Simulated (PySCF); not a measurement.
Removal energies of Ta⁴⁵⁺ from EOM-IP-GCCSD

Reference: closed-shell Ta⁴⁵⁺, [Ar] 3d10; one electron is removed. Calculated with PySCF 2.14, two-component X2C-1e with screened spin-orbit coupling, an even-tempered Gaussian basis (18 s from 3.7 bohr⁻², ratio 2.6; 15 p from 4.8 bohr⁻², ratio 2.6; 10 d from 4.8 bohr⁻², ratio 2.6; 5 f from 4.9 bohr⁻², ratio 2.8); frozen [Ar]; the 98 highest virtual spinors dropped; of the others 70 kept and the rest restored at second order. No Breit or QED terms. Binding energies in eV.

```json
{"level": "3d3/2", "Koopmans": "3964.9"}
{"level": "3d5/2", "Koopmans": "3900.9"}
```

(1) How does correlation move these levels?

For comparison, the ionisation energy of Ta⁴⁵⁺ is 3898.7 ± 2.5 eV (measured; NIST Atomic Spectra Database, ionization energies).

Answers

(1) 3d3/2: second order 3964.1, EOM-CCSD 3964.2; 3d5/2: second order 3900.3, EOM-CCSD 3900.4.
